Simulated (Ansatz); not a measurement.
C4H8O2S, SMILES `C=CCS(C)(=O)=O`, relaxed with RKS PBE-D4/def2-SVP in Ansatz from a rough embedded geometry. The force threshold is 0.03 eV/Å; the program also tests the step.

Charge 0, multiplicity 1.

Start:

```xyz
15

C     1.430   -1.734    0.047
C     1.349   -0.455    0.091
C     0.589    0.314   -0.925
S    -0.679    1.426   -0.084
C    -1.748    0.183    0.679
O    -0.014    2.156    0.930
O    -1.437    2.034   -1.155
H     0.989   -2.366   -0.666
H     2.082   -2.283    0.830
H     1.872    0.122    0.872
H     0.095   -0.278   -1.670
H     1.273    1.056   -1.443
H    -1.162   -0.382    1.478
H    -2.540    0.722    1.104
H    -2.102   -0.514   -0.087
```

| step | energy (eV) | largest force (eV/Å) | largest move (Å) |
| --- | --- | --- | --- |
| 1 | -19181.1485 | 4.256 | 0.000 |
| 2 | -19181.6467 | 2.162 | 0.099 |
| 3 | -19181.7103 | 0.536 | 0.123 |
| 4 | -19181.7401 | 0.425 | 0.101 |
| 5 | -19181.7469 | 0.191 | 0.015 |
| 6 | -19181.7496 | 0.083 | 0.098 |
| 7 | -19181.7512 | 0.038 | 0.022 |
| 8 | -19181.7516 | 0.033 | 0.012 |
| 9 | -19181.7522 | 0.029 | 0.040 |
| 10 | -19181.7525 | 0.040 | 0.027 |
| 11 | -19181.7527 | 0.021 | 0.030 |

End:

```xyz
15

C     1.495   -1.766    0.135
C     1.451   -0.424    0.050
C     0.618    0.333   -0.927
S    -0.668    1.366   -0.093
C    -1.792    0.150    0.644
O     0.002    2.091    1.012
O    -1.407    2.091   -1.152
H     0.920   -2.410   -0.552
H     2.117   -2.270    0.891
H     2.030    0.196    0.756
H     0.091   -0.302   -1.667
H     1.186    1.119   -1.467
H    -1.224   -0.510    1.326
H    -2.528    0.756    1.206
H    -2.292   -0.420   -0.162
```

Hardware: 2 threads of an AMD EPYC 7R13 on a shared host. Wall time 38 s, peak host memory 0.23 GiB.
